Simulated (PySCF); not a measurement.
CCl, SMILES [C]Cl (connectivity only; charge and spin as stated), neutral, multiplicity 2.

The structure is a stationary point at PBE0-D3(BJ)/def2-TZVPD.

Two levels are set side by side: PBE/def2-TZVPD (PySCF) and M06-2X/def2-TZVPD (PySCF). Same geometry, gas phase. Differences are taken from unrounded values.

```json
[
 {"quantity": "α-spin orbital gap (eV)", "PBE": "0.36"},
 {"quantity": "β-spin orbital gap (eV)", "PBE": "3.95"},
 {"quantity": "dipole moment (D)", "PBE": "1.61"}
]
```

### Question
These are the PBE values. What does M06-2X give? (An estimate is asked for; the answer gives what the named calculation found.)

### Answer

```
quantity                 M06-2X  PBE minus M06-2X
-----------------------  ------  ----------------
α-spin orbital gap (eV)    5.22             -4.86
β-spin orbital gap (eV)    8.99             -5.04
dipole moment (D)          1.41              0.20
```

Rough cost on one machine, each run with all the roots and properties that it gave: M06-2X against PBE about 2 times.
